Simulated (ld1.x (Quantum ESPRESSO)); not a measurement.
Which change was made? (B, TM)

B (Z = 5), norm-conserving Troullier–Martins (Kleinman–Bylander form), made with ld1.x (Quantum ESPRESSO) 7.5 (PBEsol, non-relativistic). Core [He], reference 2s2 2p1. Waves: 2p (bound): rc 1.95 bohr; 3d channel at 0.3 Ry: rc 1.90 bohr; 2s (bound): rc 1.30 bohr. Local part: the s channel. Core correction: none.

Cutoffs, loose and tight: the cutoffs (Ry, on a coarse ladder) from which the occupation-weighted sum of valence levels, in a spherical-Bessel basis at the reference potential, stays within 10 and 1 mRy of its value at 400 Ry. They do not see the model core or the augmentation charge, which bear on the density cutoff. Test errors are all-electron minus pseudo excitation energies from the reference, over the configurations 2s2 2p0; 2s1 2p0; 2s2 2p0.5; 2s1 2p1; 2s1 2p2; 2s2 2p1.3; 2s0 2p3; variants that change the core or the reference have their own tests.

The base gives: outcome: generated; cutoff, loose: 25 Ry; cutoff, tight: 55 Ry; bound ghosts: none; largest test error (meV): +98.

Q: After one change the result is: outcome: generated; cutoff, loose: 25 Ry; cutoff, tight: 55 Ry; bound ghosts: none; largest test error (meV): +64. Which change was it?
A. type ultrasoft; waves now 2s (bound): rcut 1.15, rcutus 1.30 bohr; 2s channel at -0.05 Ry: rcut 1.15, rcutus 1.30 bohr; 2p (bound): rcut 1.70, rcutus 1.95 bohr; 2p channel at 4.4 Ry: rcut 1.70, rcutus 1.95 bohr; 3d channel at 0.3 Ry: rcut 1.65, rcutus 1.90 bohr; local potential all-electron potential smoothed inside 1.30 bohr (lloc = -1); augmentation PSQ, inside the norm-conserving radii
B. functional LDA (PZ)
C. all radii scaled by about 1.19 (s 1.54, p 2.32, d 2.26 bohr)
D. core correction a·sin(br)/r model core inside 1.06 bohr
E. wave 2p (bound): rc 1.95 bohr becomes 2p (bound): rc 2.56 bohr

A: D. The others give: functional LDA (PZ) → outcome: generated; cutoff, loose: 25 Ry; cutoff, tight: 55 Ry; bound ghosts: none; largest test error (meV): +134 | type ultrasoft; waves now 2s (bound): rcut 1.15, rcutus 1.30 bohr; 2s channel at -0.05 Ry: rcut 1.15, rcutus 1.30 bohr; 2p (bound): rcut 1.70, rcutus 1.95 bohr; 2p channel at 4.4 Ry: rcut 1.70, rcutus 1.95 bohr; 3d channel at 0.3 Ry: rcut 1.65, rcutus 1.90 bohr; local potential all-electron potential smoothed inside 1.30 bohr (lloc = -1); augmentation PSQ, inside the norm-conserving radii → outcome: generated, overlap not positive; bound ghosts: not determined (overlap not positive); largest test error (meV): +52 | all radii scaled by about 1.19 (s 1.54, p 2.32, d 2.26 bohr) → outcome: generated; cutoff, loose: 18 Ry; cutoff, tight: 50 Ry; bound ghosts: none; largest test error (meV): +132 | wave 2p (bound): rc 1.95 bohr becomes 2p (bound): rc 2.56 bohr → outcome: generated; cutoff, loose: 21 Ry; cutoff, tight: 55 Ry; bound ghosts: none; largest test error (meV): +165. A file whose overlap is not positive is unfit for use, and its test errors describe a broken file.
